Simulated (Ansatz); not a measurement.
Pb₅O₈H₆⁺, a hydroxylated oxide cluster. Charge 1, multiplicity 2. Geometry PBE-D4/def2-SVP, that of the neutral singlet; atoms count from 1.

```xyz
19

Pb   -0.102   -0.260   -0.050
Pb   -0.410    2.012   -2.493
Pb    3.083    0.714   -0.879
Pb    1.308    0.287    2.940
Pb   -1.939    2.219    1.451
O    -2.006    0.378   -2.091
O    -0.693    2.063   -0.316
O     1.201    0.548   -1.990
O     1.827    0.849    0.882
O     2.923   -1.716   -0.275
O    -3.336    0.659    0.067
O    -0.788    0.511    2.198
O     1.480   -1.740    1.826
H    -2.255   -0.247   -2.798
H    -2.863    0.543   -0.869
H     2.377   -1.791    0.625
H     2.408   -2.227   -0.929
H    -3.382   -0.240    0.444
H     1.169   -2.561    2.255
```

In the def2 sets Pb takes a core potential; there is no spin–orbit coupling. Single mean-field runs in def2-TZVP are fitted with def2-universal-jkfit.

**Question.** Estimate the Mulliken populations from the PBE0/def2-TZVP orbitals of Ansatz.

**Answer.** 
```json
{"atom": "Pb1", "charge (e)": "0.91", "spin (α − β)": "0.13"}
{"atom": "Pb2", "charge (e)": "1.02", "spin (α − β)": "-0.01"}
{"atom": "Pb3", "charge (e)": "1.02", "spin (α − β)": "-0.01"}
{"atom": "Pb4", "charge (e)": "1.02", "spin (α − β)": "-0.01"}
{"atom": "Pb5", "charge (e)": "1.02", "spin (α − β)": "-0.01"}
{"atom": "O6", "charge (e)": "-0.83", "spin (α − β)": "0.06"}
{"atom": "O7", "charge (e)": "-0.83", "spin (α − β)": "0.05"}
{"atom": "O8", "charge (e)": "-0.76", "spin (α − β)": "0.35"}
{"atom": "O9", "charge (e)": "-0.83", "spin (α − β)": "0.05"}
{"atom": "O10", "charge (e)": "-0.66", "spin (α − β)": "0.00"}
{"atom": "O11", "charge (e)": "-0.66", "spin (α − β)": "0.00"}
{"atom": "O12", "charge (e)": "-0.76", "spin (α − β)": "0.35"}
{"atom": "O13", "charge (e)": "-0.83", "spin (α − β)": "0.06"}
{"atom": "H14", "charge (e)": "0.34", "spin (α − β)": "0.00"}
{"atom": "H15", "charge (e)": "0.40", "spin (α − β)": "0.00"}
{"atom": "H16", "charge (e)": "0.40", "spin (α − β)": "0.00"}
{"atom": "H17", "charge (e)": "0.34", "spin (α − β)": "0.00"}
{"atom": "H18", "charge (e)": "0.34", "spin (α − β)": "0.00"}
{"atom": "H19", "charge (e)": "0.34", "spin (α − β)": "0.00"}
```
Mulliken values and Mayer orders depend strongly on the basis.

**Question.** Where does the spin sit?

**Answer.** Summed by element: Pb 0.09, O 0.91, H 0.00, of 1 unpaired in all. Largest on single atoms: O12 0.35, O8 0.35, Pb1 0.13.

**Question.** And the Mayer bond orders between bonded heavy atoms (over 0.3)?

**Answer.** Pb1–O7 0.40 (2.41 Å); Pb1–O8 0.43 (2.47 Å); Pb1–O9 0.40 (2.41 Å); Pb1–O12 0.43 (2.47 Å); Pb2–O6 0.41 (2.32 Å); Pb2–O7 0.58 (2.20 Å); Pb2–O8 0.50 (2.23 Å); Pb3–O8 0.56 (2.19 Å); Pb3–O9 0.65 (2.17 Å); Pb4–O9 0.58 (2.20 Å); Pb4–O12 0.50 (2.24 Å); Pb4–O13 0.41 (2.32 Å); Pb5–O7 0.65 (2.17 Å); Pb5–O12 0.56 (2.19 Å).
